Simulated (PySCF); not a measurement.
Radial density of S³⁺ (sulfur, charge +3)

TPSS, [Ne] 3s2 3p1, 2P determinant. All numbers are calculated (PySCF 2.14, the non-relativistic Hamiltonian (point nucleus), in dyall-acv3z (19s12p6d4f, 113 functions)).

| r (bohr) | 4πr²ρ (e/bohr) | 4πr²(ρα − ρβ) |
| --- | --- | --- |
| 0.00157 | 0.07921 | 0.0000 |
| 0.00265 | 0.2166 | 0.0000 |
| 0.00445 | 0.5782 | 0.0000 |
| 0.00749 | 1.485 | 0.0000 |
| 0.0126 | 3.568 | 0.0000 |
| 0.0212 | 7.677 | 0.0002 |
| 0.0356 | 13.74 | 0.0017 |
| 0.0599 | 18.22 | 0.0097 |
| 0.101 | 15.74 | 0.0427 |
| 0.170 | 11.93 | 0.1234 |
| 0.285 | 16.69 | 0.1711 |
| 0.480 | 13.84 | 0.0251 |
| 0.807 | 3.748 | 0.1616 |
| 1.36 | 2.464 | 0.7205 |
| 2.28 | 0.7650 | 0.2990 |
| 3.84 | 0.01705 | 0.0100 |
| 6.46 | 1.701e-05 | 0.0000 |
